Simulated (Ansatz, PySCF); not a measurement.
Species: sum formula SOF₂ (charge +1, doublet). 
Geometry from a B3LYP-D3(BJ)/def2-TZVP (Ansatz, a quantum-chemistry and plane-wave program) optimisation:
```
S
O 1 1.4254
F 1 1.5198 2 114.11
F 1 1.5198 2 114.11 3 -113.77
```
Charge +1, spin multiplicity 2.

Total electronic energies in hartree. Correlated levels leave the core frozen unless marked. UHF or UKS for open shells. Spin-orbit coupling is left out. Non-relativistic. CBS(X,Y): correlation extrapolated as X^-3; Hartree-Fock from the larger set. [CCSD(T)-MP2]/basis is that difference in the basis named.

```
level                                                                 program  energy (Eh)
-------------------------------------------------------------  --------------  -----------
HF/cc-pwCVTZ                                                           Ansatz   -670.96060
M06-L-D4/def2-TZVPD                                             PySCF + dftd4   -672.75653
r2SCAN-D3(BJ)/def2-TZVPD                                       Ansatz + dftd3   -672.66416
r2SCAN-D4/def2-TZVPD                                           Ansatz + dftd4   -672.66412
r2SCANh/def2-TZVPD                                                     Ansatz   -672.63934
CAM-B3LYP-D3(BJ)/def2-TZVPD                                    Ansatz + dftd3   -672.73529
B2PLYP/def2-TZVPD                                                      Ansatz   -672.51827
CCSD/6-31G*                                                            Ansatz   -671.42064
RI-MP2/CBS(cc-pV(T+d)Z,cc-pV(Q+d)Z)+[CCSD(T)-MP2]/cc-pV(T+d)Z          Ansatz    -672.0515
```

Totals of different functionals don't rank their quality; only differences between species are comparable.
